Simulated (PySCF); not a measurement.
A side-by-side comparison of computed properties.

First species: SbH2(OMe), CH₅OSb.
Cartesian coordinates in Å at the PBE0-D3(BJ)/def2-SVP level; atoms count from 1:
```
atom  x, y, z in Å
Sb1    1.0494    1.3115    0.4190
H2     2.3106    1.4291   -0.7382
H3     0.0458    2.3415   -0.5430
O4     0.4168   -0.4206   -0.3688
C5    -0.7110   -1.0199    0.1948
H6    -0.6655   -1.1048    1.3003
H7    -0.7928   -2.0444   -0.2061
H8    -1.6532   -0.4924   -0.0579
```

Second species: C₃H₁₁PSi₂.
SMILES: `[SiH2](C1CC1)P[SiH3]`

Levels: B3LYP/def2-SVPD for dipole moment, HOMO energy, LUMO energy, HOMO–LUMO gap and static isotropic polarisability; TDDFT B3LYP/def2-SVPD for lowest singlet excitation; TDA B3LYP/def2-SVPD for lowest triplet excitation (Tamm–Dancoff); ΔSCF B3LYP/def2-SVPD for vertical ionisation energy; PBE0-D3(BJ)/def2-SVP for rotational constant A and rotational constant C. Geometries: PBE0-D3(BJ)/def2-SVP. Each structure is a single optimised conformer of the isolated species (atoms past krypton carry core potentials, spin–orbit coupling is left out); the electronic structure was computed with PySCF and density fitting.

Dipoles, sizes and rotational constants follow the conformer. The torsions of the flexible species, by atom-mapped SMILES:
- `[SiH3:1][PH:2][SiH2:3][CH:4]1[CH2:5][CH2:6]1`: Si1–P2–Si3–C4 -173°, P2–Si3–C4–C5 -30°

```json
{"property": "dipole moment", "column X": "1.58 D", "column Y": "1.10 D"}
{"property": "HOMO energy", "column X": "-6.94 eV", "column Y": "-7.09 eV"}
{"property": "LUMO energy", "column X": "-1.45 eV", "column Y": "-0.14 eV"}
{"property": "HOMO–LUMO gap", "column X": "5.49 eV", "column Y": "6.95 eV"}
{"property": "lowest singlet excitation", "column X": "4.46 eV", "column Y": "5.99 eV"}
{"property": "lowest triplet excitation (Tamm–Dancoff)", "column X": "3.78 eV", "column Y": "5.32 eV"}
{"property": "static isotropic polarisability", "column X": "62.6 au", "column Y": "120.1 au"}
{"property": "vertical ionisation energy", "column X": "9.20 eV", "column Y": "9.11 eV"}
{"property": "rotational constant A", "column X": "30.246 GHz", "column Y": "4.460 GHz"}
{"property": "rotational constant C", "column X": "3.003 GHz", "column Y": "0.783 GHz"}
```

Task: Which column belongs to which species?

Result: Column X is the first species and column Y the second. The first has 8 atoms and 70 electrons, the second 17 and 72.

Task: How does each property change from the first species to the second?

Result: dipole moment -0.48 D; HOMO energy -0.15 eV; LUMO energy +1.31 eV; HOMO–LUMO gap +1.46 eV; lowest singlet excitation +1.53 eV; lowest triplet excitation (Tamm–Dancoff) +1.54 eV; static isotropic polarisability +57.5 au; vertical ionisation energy -0.09 eV; rotational constant A -25.786 GHz; rotational constant C -2.220 GHz.

On the first: The polarisability is 9.28 Å³ as a volume (1 au = 0.148185 Å³). The ΔSCF ionisation energy exceeds −ε(HOMO) by 2.26 eV with B3LYP. Atoms past krypton carry effective core potentials; spin–orbit coupling is left out.

On the second: A dipole of 1.10 D is allowed in C1, and pure rotational transitions are dipole-allowed. No computed singlet falls in the visible range (750 to 380 nm, 1.65 to 3.26 eV); S1 lies 2.73 eV above its blue end.
